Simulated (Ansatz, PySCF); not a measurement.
C2H7AlO2Si, SMILES [OH][Al]([OH])/[CH]=C/[SiH3]. Atoms are numbered in the order given.

```xyz
13

Si     3.1131     0.0894     0.3985
C      1.2572     0.3460     0.3091
C      0.3818    -0.5459    -0.2155
Al    -1.5145    -0.1621    -0.2504
O     -2.5860    -1.2992    -0.9191
O     -1.9604     1.3379     0.4165
H      3.5924     0.1396     1.8158
H      3.8383     1.1646    -0.3491
H      3.4590    -1.2389    -0.1912
H      0.8559     1.2907     0.7132
H      0.7972    -1.4852    -0.6154
H     -3.5395    -1.2706    -1.0163
H     -2.8238     1.7437     0.5108
```

Coordinates come from a r2SCAN-D4/def2-SVP optimisation. The structure was generated by enumeration; whether it is a known compound was not checked. The values are those of a single conformer.

Two levels are set side by side: PBE-D3(BJ)/def2-SVP (Ansatz, a quantum-chemistry and plane-wave program) and r2SCAN-D4/def2-SVP (Ansatz). Each level has its own optimised geometry; the coordinates shown are those of the second. Frequencies come from the Hessian of PySCF at each geometry. Differences are taken from unrounded values.

| quantity | r2SCAN-D4 | PBE-D3(BJ) | PBE-D3(BJ) minus r2SCAN-D4 |
|---|---|---|---|
| mean bond length (Å) | 1.431 | 1.441 | 0.010 |
| bond Si1–C2 (Å) | 1.876 | 1.884 | 0.008 |
| bond C2–C3 (Å) | 1.355 | 1.360 | 0.005 |
| bond C3–Al4 (Å) | 1.935 | 1.944 | 0.009 |
| bond Al4–O5 (Å) | 1.700 | 1.717 | 0.017 |
| bond Al4–O6 (Å) | 1.701 | 1.718 | 0.017 |
| bond Si1–H7 (Å) | 1.497 | 1.508 | 0.011 |
| bond Si1–H8 (Å) | 1.497 | 1.508 | 0.011 |
| bond Si1–H9 (Å) | 1.494 | 1.505 | 0.011 |
| bond C2–H10 (Å) | 1.103 | 1.109 | 0.006 |
| bond C3–H11 (Å) | 1.102 | 1.109 | 0.006 |
| bond O5–H12 (Å) | 0.959 | 0.968 | 0.009 |
| bond O6–H13 (Å) | 0.959 | 0.968 | 0.009 |
| highest harmonic wavenumber (cm⁻¹) | 3968 | 3838 | -130 |
| mean harmonic wavenumber (cm⁻¹) | 1115 | 1086 | -29 |
| zero-point energy (kcal/mol) | 52.59 | 51.23 | -1.36 |
